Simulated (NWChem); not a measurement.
Si2NH5O2; SMILES N[SiH]1O[SiH2]O1

```xyz
10

N      0.5554    -2.1618     0.0000
Si    -0.4299    -0.7855     0.0000
O     -0.0897     0.3858     1.1902
Si     0.2031     1.5508     0.0000
O     -0.0897     0.3858    -1.1902
H      1.5674    -2.1461     0.0000
H      0.1703    -3.0971     0.0000
H     -1.8349    -1.2551     0.0000
H     -0.7767     2.6695     0.0000
H      1.5965     2.0737     0.0000
```
Atoms are numbered in this order, from 1.

Program: NWChem. Structure relaxed at the PBE0/def2-SVP level. Level SCAN/def2-SVP: energy and gradient on several grids; changes count from the extra-fine grid, which is no exact limit either.

| grid | size of the energy change (μHa) | largest change of a gradient component (μHa/bohr) | time, medium = 1 (rough) |
|---|---|---|---|
| xcoarse | 20000 | 3000 | about 1 |
| coarse | 10000 | 1000 | about 1 |
| medium | 6000 | 1000 | about 1 |
| fine | 2000 | 700 | about 1 |
| xfine | < 10 | < 30 | 2 |
